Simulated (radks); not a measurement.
Fractional charge and spin in the 4d shell of rhodium: the spin-up occupation runs from 4 to 5 and the spin-down occupation from 2 to 3; the fullest corner is Rh, [Kr] 5s(up 0.5, down 0.5) 4d(up 5, down 3). Method: scalar-relativistic Kohn-Sham, PBE, spin-polarised, spherical densities, finite nucleus; Fermi nuclear charge, rms radius of each element as measured or else 0.836 A^(1/3) + 0.57 fm; computed with a radial shooting solver on a logarithmic mesh with Libxc functionals. Energy (eV) above the fullest corner. The planes named below are the two flat planes that join the four corners, with an edge along up + down = one added electron.

down \ up,4,4.25,4.5,4.75,5
2,33.886,26.779,20.476,14.954,10.187
2.25,27.154,20.889,15.402,10.669,6.662
2.5,21.209,15.760,11.062,7.089,3.811
2.75,16.028,11.368,7.430,4.186,1.602
3,11.586,7.685,4.477,1.927,0.000

Corners above the fullest one (they belong to Rh+ and the next ion): (up 5, down 2) 10.187 eV, (up 4, down 3) 11.586 eV, (up 4, down 2) 33.886 eV. With half an added electron in each spin the energy lies 0.176 eV from the planes, and with half an added electron in spin up alone -1.561 eV. The planes are only a guide here: the flat-plane condition holds for ground states with one frontier orbital, while this shell lies below other occupied shells, so the corners above the fullest one are inner-hole states and not the ground states of those ions.
